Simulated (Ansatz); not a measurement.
Start from `BN[SiH2]NC` and change one atom or group to get `CN[SiH2][SiH2]N`.

Ansatz, PBE0-D4/def2-TZVP geometries, multiplicity 1. Each molecule was computed in one conformer, which needn't be the lowest.

| property | `BN[SiH2]NC` |
| --- | --- |
| size of the dipole moment (B3LYP/def2-TZVPP) / D | 2.46 |
| LUMO energy (ωB97M-V/def2-TZVPP) / eV | 1.79 |
| HOMO–LUMO gap (PBE/def2-TZVPP) / eV | 4.68 |
| HOMO–LUMO gap (B3LYP/def2-TZVPP) / eV | 6.52 |
| HOMO energy (B3LYP/def2-TZVPP) / eV | -6.77 |
| LUMO energy (B3LYP/def2-TZVPP) / eV | -0.25 |

What does the change do to each property? (Estimate.)

Ansatz gave: 
| property | `CN[SiH2][SiH2]N` | shift |
| --- | --- | --- |
| size of the dipole moment (B3LYP/def2-TZVPP) / D | 1.39 | -1.07 |
| LUMO energy (ωB97M-V/def2-TZVPP) / eV | 1.59 | -0.20 |
| HOMO–LUMO gap (PBE/def2-TZVPP) / eV | 4.33 | -0.35 |
| HOMO–LUMO gap (B3LYP/def2-TZVPP) / eV | 6.06 | -0.46 |
| HOMO energy (B3LYP/def2-TZVPP) / eV | -6.30 | 0.47 |
| LUMO energy (B3LYP/def2-TZVPP) / eV | -0.24 | 0.01 |

Dipoles are sizes alone; their direction can turn.

B3LYP here is the variant with VWN-RPA as its local correlation; programs differ in this.
